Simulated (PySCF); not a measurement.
Species: C7H5FO.
Structure used (PBE0-D3(BJ)/def2-SVP), in Å, numbered top down from 1:
```
atom  x, y, z in Å
O1     2.973   -1.114   -0.363
C2     2.333   -0.140   -0.139
F3     2.941    1.038    0.069
C4     0.862   -0.038   -0.052
C5     0.221    1.174    0.231
C6    -1.168    1.218    0.309
C7    -1.915    0.058    0.104
C8    -1.276   -1.151   -0.180
C9     0.110   -1.201   -0.258
H10    0.817    2.074    0.389
H11   -1.671    2.161    0.531
H12   -3.005    0.095    0.167
H13   -1.865   -2.057   -0.339
H14    0.635   -2.133   -0.478
```

Computed with PySCF at B3LYP/def2-SVPD, non-relativistic, on one gas-phase PBE0-D3(BJ)/def2-SVP geometry that isn't relaxed in the solvent. The solvent is an IEF-PCM continuum (Bondi radii, 1.10 Å for H, scaled by 1.2), and excitations are vertical TDDFT with non-equilibrium linear response and a frozen core. The model holds no explicit solvent molecules, cavitation or dispersion.

| run | E − E(gas) (kJ/mol) | HOMO (eV) | HOMO–LUMO gap (eV) | dipole (D) | lowest singlet (eV) | static polarisability (au) |
| --- | --- | --- | --- | --- | --- | --- |
| gas | 0.00 | -7.78 | 5.57 | 4.00 | 4.83 | 84.2 |
| P | -14.80 | -7.59 | 5.44 | 4.86 | 4.70 | 107.2 |
| Q | -17.65 | -7.56 | 5.42 | 5.03 | 4.68 | 112.6 |

The runs were made in chloroform and dichloromethane. Which run belongs to which solvent?

P = chloroform, Q = dichloromethane. The dielectric constants are 4.711 (chloroform), 8.93 (dichloromethane), and the energy falls further as ε rises. The optical constants n² used for the excitations are 2.09, 2.03 in the same order. In this model the ground state sees the solvent through ε alone.

How constant is the ratio of the lowering to (ε − 1)/(2ε + 1)?

| solvent | (ε − 1)/(2ε + 1) | E − E(gas) (kJ/mol) | ratio (kJ/mol) | polarisation term (kJ/mol) |
| --- | --- | --- | --- | --- |
| chloroform | 0.356 | -14.80 | -41.6 | -16.73 |
| dichloromethane | 0.420 | -17.65 | -42.0 | -20.41 |

The ratio changes by +1.0 % in size from chloroform to dichloromethane. The polarisation term is half the interaction of the solute with the induced surface charges.
